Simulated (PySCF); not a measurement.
ZnH3ClO, singlet: at the start structure of a reaction step.

run.py

```python
import json, numpy as np
from pyscf import gto, scf, dft, mp, cc
EV, BOHR = 27.211386245988, 0.529177210903
mol = gto.M(atom="""
Zn -0.570683 -0.391794 -0.347223
O 0.230425 -1.050211 1.089901
Cl -1.519331 0.382576 -2.040347
H 1.207629 1.258002 0.370492
H 0.974912 1.653170 -0.224541
H -0.069678 -1.914822 1.375283
""", basis="def2-tzvpp", charge=0, spin=0, max_memory=8670, verbose=0)
def mean_field(mol, dm=None):
    mf = dft.RKS(mol, xc="r2scan").density_fit()
    mf.conv_tol = 1e-9; mf.grids.level = 4
    mf.kernel(dm0=dm)
    if not mf.converged: mf = mf.newton().run(mf.mo_coeff, mf.mo_occ)
    assert mf.converged
    return mf
def d4(mol):
    from pyscf.dispersion.dftd4 import DFTD4Dispersion
    real = gto.M(atom=[(mol.atom_pure_symbol(i), mol.atom_coord(i)) for i in range(6)], unit='B', charge=mol.charge, spin=None, basis='def2-svp', verbose=0)
    r = DFTD4Dispersion(real, xc="r2scan", atm=True).get_dispersion(grad=True); return r["energy"], r["gradient"]
def energy_and_gradient(mol, dm=None):
    mf = mean_field(mol, dm); e, g = d4(mol)
    return mf, (mf.e_tot + e) * EV, (mf.nuc_grad_method().kernel()[:6] + g) * EV / BOHR
out = {}
mf = mean_field(mol); e = d4(mol)[0]
out.update(energy=(mf.e_tot + e) * EV, converged=True, dispersion=e * EV)
out['s2'] = mf.spin_square()[0]; out['nelec'] = mol.nelec
print(f"Total energy {out['energy']:.6f} eV, <S^2> {out['s2']:.4f}")
json.dump(out, open("out.json", "w"), default=float)
```

Command:

```bash
OMP_NUM_THREADS=4 python run.py
```

It printed (PySCF 2.14):

```
Total energy -63038.981225 eV, <S^2> 0.0000
```

The run took 20 s on 4 CPU threads of an Arm Neoverse V1 (shared host), with 0.68 GiB of host memory at its peak.
